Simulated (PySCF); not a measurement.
# Computed records: H4NO2Si

Computed with PySCF 2.14.0. Calculation on a computer-drawn molecule: optimised geometry and harmonic frequencies of an isolated molecule of the commonest isotopes, restricted reference for singlets and unrestricted otherwise, frozen core in MP2.

## H4NO2Si

Start structure:
```xyz
8
H4NO2Si
N     -0.9328     1.3525    -1.7494
Si     0.7720     0.7519    -1.4910
O      1.7255     1.5803    -2.5292
O      1.1869     1.1245     0.0321
H     -1.7054     0.8685    -1.1725
H     -1.1558     1.4329    -2.6601
H      1.9747     2.4951    -2.2219
H      0.5937     0.9670     0.7878
```

It was run with charge 0, multiplicity 2, method HF and basis cc-pV(D+d)Z.

It finds rotational constants 7.43, 6.48, 3.842 GHz; total energy -495.5346 hartree; spin squared 0.753; convergence status largest gradient component 2.267e-05 hartree/bohr.

Drawn bonds:
```
atom  other atom  order
   1           2      1
   2           3      1
   2           4      1
   1           5      1
   1           6      1
   3           7      1
   4           8      1
```

Optimised structure:
```xyz
8
H4NO2Si
N     -1.0352     1.0286    -1.6185
Si     0.6564     0.8550    -1.4175
O      1.5003     1.7240    -2.5340
O      1.1404     1.4741     0.0353
H     -1.4973     0.4092    -2.2581
H     -1.4056     1.9590    -1.7175
H      2.3789     1.9902    -2.3049
H      0.7209     1.1325     0.8110
```

Modes:
```
frequency (cm⁻¹)  reduced mass (dalton)
           111.4                  1.186
           201.4                  1.604
           250.9                  1.338
           321.2                  1.691
           372.4                  2.162
           399.3                   3.11
           514.4                   1.55
             795                   4.07
           855.5                  1.437
           864.6                  1.711
           913.1                  1.467
           945.5                  3.742
           970.9                  2.846
            1686                  1.111
            3742                  1.053
            3845                  1.092
            4164                  1.067
            4173                  1.067
```
